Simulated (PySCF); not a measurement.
Precursor series Ta Cl-F. All species are isolated molecules in the gas phase.

Calculation: PySCF with PBE-D3(BJ)/def2-TZVP // PBE-D3(BJ)/def2-SVP. 

```tsv
species	LUMO (eV)	coordination number	charge on the central atom (Mulliken) (e)
0 of 5 Cl replaced by F ([Ta(Cl)5])	-4.48	5	1.00
1 of 5 Cl replaced by F	[?]	5	[?]
2 of 5 Cl replaced by F ([Ta(Cl)3(F)2])	-4.28	5	1.23
3 of 5 Cl replaced by F ([Ta(Cl)2(F)3])	-3.92	[?]	1.35
4 of 5 Cl replaced by F ([Ta(Cl)(F)4])	-3.52	5	[?]
5 of 5 Cl replaced by F ([Ta(F)5])	-3.53	5	1.57
```

Q: Complete the blanks.

A: 
- 1 of 5 Cl replaced by F, LUMO (eV): -4.19
- 1 of 5 Cl replaced by F, charge on the central atom (Mulliken) (e): 1.12
- 3 of 5 Cl replaced by F ([Ta(Cl)2(F)3]), coordination number: 5
- 4 of 5 Cl replaced by F ([Ta(Cl)(F)4]), charge on the central atom (Mulliken) (e): 1.44
